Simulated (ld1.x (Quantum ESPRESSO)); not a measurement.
**What the settings do to the RRKJ potential of beryllium (Be)**

Base potential:

Be (Z = 4), norm-conserving RRKJ (Kleinman–Bylander form), made with ld1.x (Quantum ESPRESSO) 7.5 (PBEsol, non-relativistic). Core [He], reference 2s1 2p0 (charge +1). Waves: 2s (bound): rc 1.60 bohr; 3d channel at -0.05 Ry: rc 4.10 bohr; 2p (bound, empty): rc 3.95 bohr. Local part: the p channel. Core correction: a·sin(br)/r model core, default radius (core density twice the valence density).

Cutoffs, loose and tight: the cutoffs (Ry, on a coarse ladder) from which the occupation-weighted sum of valence levels, in a spherical-Bessel basis at the reference potential, stays within 10 and 1 mRy of its value at 400 Ry. They do not see the model core or the augmentation charge, which bear on the density cutoff. Test errors are all-electron minus pseudo excitation energies from the reference, over the configurations 2s2 2p0; 2s1.5 2p0; 2s1 2p1; 2s0 2p1; 2s0 2p2. A dash means not determined; rows that change the core or the reference have their own tests.

The default core radius of the base comes out at 1.01 bohr.

```csv
change,outcome,"cutoff, loose","cutoff, tight",bound ghosts,largest test error (meV)
base,generated,12 Ry,21 Ry,none,+60
core correction none,generated,12 Ry,21 Ry,none,+56
core correction a·sin(br)/r model core inside 0.62 bohr,generated,12 Ry,21 Ry,none,+60
core correction a·sin(br)/r model core inside 0.84 bohr,generated,12 Ry,21 Ry,none,+60
core correction a·sin(br)/r model core inside 1.00 bohr,generated,12 Ry,21 Ry,none,+60
core correction a·sin(br)/r model core inside 1.16 bohr,generated,12 Ry,21 Ry,none,+60
core correction a·sin(br)/r model core inside 1.32 bohr,generated,12 Ry,21 Ry,none,+57
core correction a·sin(br)/r model core inside 1.50 bohr,generated,12 Ry,21 Ry,none,+57
core correction a·sin(br)/r model core inside 1.76 bohr,generated,12 Ry,21 Ry,none,+57
core correction a·sin(br)/r model core inside 1.88 bohr,generated,12 Ry,21 Ry,none,+57
```
